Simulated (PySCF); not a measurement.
C2H5Be, doublet, geometry from GFN2-xTB (such geometries of metal compounds can be far from the true shape) (the spin is typed, not shown lowest); DF-PBE/aug-cc-pVDZ (PySCF).

PySCF was given this input:
```python
from pyscf import gto, scf, dft

mol = gto.M(
    atom='''
Be    0.859337    1.272339    0.932752
C     0.560763   -0.250559    0.142332
C    -0.843514   -0.222504   -0.472719
H     0.610207   -1.118816    0.809056
H     1.267254   -0.484044   -0.662149
H    -0.937561    0.579632   -1.204972
H    -1.605618   -0.065777    0.290887
H    -1.075126   -1.161975   -0.981506
''',
    basis='aug-cc-pvdz',
    charge=0,
    spin=1,
    verbose=4,
)

mf = dft.UKS(mol)
mf.xc = 'pbe'
mf.conv_tol_grad = 1e-7
mf = mf.density_fit(auxbasis='def2-universal-jkfit')
mf.kernel()
```

Output, abridged:

```
PySCF version 2.14.0

[INPUT] verbose = 4
[INPUT] num. atoms = 8
[INPUT] num. electrons = 21
[INPUT] charge = 0
[INPUT] spin (= nelec alpha-beta = 2S) = 1
[INPUT] symmetry False subgroup None
[INPUT] Mole.unit = angstrom
[INPUT] Symbol           X                Y                Z      unit          X                Y                Z       unit  Magmom
[INPUT]  1 Be     0.859337000000   1.272339000000   0.932752000000 AA    1.623911578705   2.404372247603   1.762645822140 Bohr   0.0
[INPUT]  2 C      0.560763000000  -0.250559000000   0.142332000000 AA    1.059688490789  -0.473487888045   0.268968498762 Bohr   0.0
[INPUT]  3 C     -0.843514000000  -0.222504000000  -0.472719000000 AA   -1.594010442236  -0.420471621620  -0.893309443878 Bohr   0.0
[INPUT]  4 H      0.610207000000  -1.118816000000   0.809056000000 AA    1.153124109292  -2.114255823781   1.528894259436 Bohr   0.0
[INPUT]  5 H      1.267254000000  -0.484044000000  -0.662149000000 AA    2.394762990260  -0.914710592239  -1.251280263655 Bohr   0.0
[INPUT]  6 H     -0.937561000000   0.579632000000  -1.204972000000 AA   -1.771733515073   1.095345733034  -2.277067067769 Bohr   0.0
[INPUT]  7 H     -1.605618000000  -0.065777000000   0.290887000000 AA   -3.034178280672  -0.124300515296   0.549696763196 Bohr   0.0
[INPUT]  8 H     -1.075126000000  -1.161975000000  -0.981506000000 AA   -2.031693689399  -2.195814513591  -1.854777529617 Bohr   0.0

nuclear repulsion = 52.5606851062482
number of shells = 49
number of NR pGTOs = 160
number of NR cGTOs = 114
basis = aug-cc-pvdz
ecp = {}

******** <class 'pyscf.df.df_jk.DFUKS'> ********
method = DFUKS
initial guess = minao
damping factor = 0
level_shift factor = 0
DIIS = <class 'pyscf.scf.diis.CDIIS'>
diis_start_cycle = 1
diis_space = 8
diis_damp = 0
SCF conv_tol = 1e-09
SCF conv_tol_grad = 1e-07
SCF max_cycles = 50
direct_scf = False
number electrons alpha = 11  beta = 10
XC library pyscf.dft.libxc version 7.1.2
    S. Lehtola, C. Steigemann, M. J. T. Oliveira, and M. A. L. Marques,  SoftwareX 7, 1–5 (2018)
XC functionals = pbe
    J. P. Perdew, K. Burke, and M. Ernzerhof,  Phys. Rev. Lett. 77, 3865 (1996)
    J. P. Perdew, K. Burke, and M. Ernzerhof,  Phys. Rev. Lett. 78, 1396 (1997)
    J. P. Perdew, K. Burke, and M. Ernzerhof,  Phys. Rev. Lett. 77, 3865 (1996)
    J. P. Perdew, K. Burke, and M. Ernzerhof,  Phys. Rev. Lett. 78, 1396 (1997)
radial grids:
    Treutler-Ahlrichs [JCP 102, 346 (1995); DOI:10.1063/1.469408] (M4) radial grids

becke partition: Becke, JCP 88, 2547 (1988); DOI:10.1063/1.454033
pruning grids: <function nwchem_prune>
grids dens level: 3
symmetrized grids: False
atomic radii adjust function: <function treutler_atomic_radii_adjust>
small_rho_cutoff = 0
tot grids = 91000
init E= -93.728028803557

cycle= 1 E= -93.6590691143659  delta_E= 0.069  |g|= 0.384  |ddm|= 2.88
cycle= 2 E= -93.3933018936849  delta_E= 0.266  |g|= 0.744  |ddm|= 1.59
cycle= 3 E= -93.7464340329458  delta_E= -0.353  |g|= 0.0402  |ddm|= 1.14
cycle= 4 E= -93.7474100637067  delta_E= -0.000976  |g|= 0.0187  |ddm|= 0.105
cycle= 5 E= -93.7475847561043  delta_E= -0.000175  |g|= 0.0074  |ddm|= 0.0298
cycle= 6 E= -93.7476129880569  delta_E= -2.82e-05  |g|= 0.00117  |ddm|= 0.00873
cycle= 7 E= -93.747613841122  delta_E= -8.53e-07  |g|= 0.000294  |ddm|= 0.00273
cycle= 8 E= -93.7476138973774  delta_E= -5.63e-08  |g|= 7.81e-05  |ddm|= 0.000701
cycle= 9 E= -93.7476139024336  delta_E= -5.06e-09  |g|= 1.79e-05  |ddm|= 0.000214
cycle= 10 E= -93.7476139027449  delta_E= -3.11e-10  |g|= 4.01e-06  |ddm|= 5.06e-05
cycle= 11 E= -93.7476139027642  delta_E= -1.92e-11  |g|= 1.08e-06  |ddm|= 1.4e-05
cycle= 12 E= -93.7476139027654  delta_E= -1.28e-12  |g|= 4.67e-07  |ddm|= 4.63e-06
cycle= 13 E= -93.7476139027661  delta_E= -7.11e-13  |g|= 2.18e-07  |ddm|= 9.84e-07
cycle= 14 E= -93.7476139027659  delta_E= 2.27e-13  |g|= 7.03e-08  |ddm|= 4.08e-07
Extra cycle  E= -93.7476139027664  delta_E= -4.55e-13  |g|= 9.78e-08  |ddm|= 1.81e-07
converged SCF energy = -93.7476139027664  <S^2> = 0.75071667  2S+1 = 2.0007165
```
